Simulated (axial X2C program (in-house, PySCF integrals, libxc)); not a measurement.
**Testing model relations on RhB**

A bond curve at the PBE0 level, two-component, was computed with an in-house all-electron X2C program for linear molecules (integrals from PySCF) (basis Rh dyall-cv3z [12s12p8d5f3g], B dyall-v3z [7s6p2d1f] (cores contracted in-house)) for the state Ω = 0 (closed shell). Its fit gives Re = 1.6704 Å, ωe = 982.6 cm⁻¹, ωexe = 4.47 cm⁻¹ and αe = 3.960e-03 cm⁻¹; the masses are 102.9055 and 11.0093 u. Two-component means X2C with spin–orbit coupling and atomic mean-field Coulomb and Gaunt terms.

(1) Find the reduced mass, Be and the force constant.

(2) Where do the fundamental and the first overtone lie?

(3) Give B0, the J = 1←0 line in GHz and the most populated J at 300 K (kT = 208.5 cm⁻¹).

(4) A Morse curve ties αe to the other constants (Pekeris). How well does that hold?

(5) The dipole moment p changes by 0.99 D/Å at Re. What harmonic infrared intensity follows?

One determinant describes the state; a PBE0 search over occupations chose it and may have missed a lower one.

## Answers

(1) From the PBE0 values: μ = 9.9453 u. Be = 16.8576/(μ Re²) = 0.6075 cm⁻¹. k = 5.8918×10⁻⁷ μ ωe² = 5.66 mdyn/Å.

(2) ν(1←0) = ωe − 2ωexe = 973.7 cm⁻¹; ν(2←0) = 2ωe − 6ωexe = 1938.4 cm⁻¹.

(3) B0 = Be − αe/2 = 0.6055 cm⁻¹; 2B0 = 36.31 GHz; J(max) ≈ √(kT/2B0) − 1/2 = 12.6, so J = 13.

(4) αe(Morse) = 6Be²/ωe × (√(ωexe/Be) − 1) = 3.859e-03 cm⁻¹; the PBE0 curve gives 3.960e-03 cm⁻¹, a ratio of 0.97.

(5) I = 42.256 × (dp/dR)²/μ = 4.2 km/mol.
